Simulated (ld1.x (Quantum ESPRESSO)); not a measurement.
## Building the TM semilocal potential for Si (PBE, non-relativistic).

ld1.x (Quantum ESPRESSO) 7.5 input, shortened:

```
&input
   title='Si', zed=14., rel=0, dft='PBE', iswitch=3,
   config='[Ne] 3s2 3p0 3d-2'
 /
 &inputp
   pseudotype=1, tm=.true., lloc=1,
   nlcc=.false.
 /
3
3S  1  0   2.00   0.00  1.80  1.80  0.0
3D  3  2  -2.00   0.30  1.75  1.75  0.0
3P  2  1   0.00   0.00  1.85  1.85  0.0
 &test
   configts(1)='3s2 3p0'
 /
```

All-electron outer shells of the reference configuration (PBE, non-relativistic, ld1.x):

```
shell  level (eV)  outermost node (bohr)  outermost maximum (bohr)
   3s      -28.48                   0.72                      1.71
   3p      -20.52                   0.71                      1.91
```

Results:

```json
{
 "Cutoffs needed": "15 Ry and 40 Ry (the cutoffs (Ry, on a coarse ladder) from which the occupation-weighted sum of valence levels, in a spherical-Bessel basis at the reference potential, stays within 10 and 1 mRy of its value at 400 Ry)",
 "Ghost test": "no extra level below or beside the all-electron valence levels (s, d, p tested); the semilocal form is local in each channel, so this says nothing of the separable form that plane-wave codes build from it (spherical-Bessel basis up to 400 Ry, 20 bohr box)",
 "Largest excitation error": "+52 meV (all-electron minus pseudo) for 3s1 3p0, out of 7 test configurations"
}
```

Generation and tests took about 0.96 s on one core of a shared server CPU.
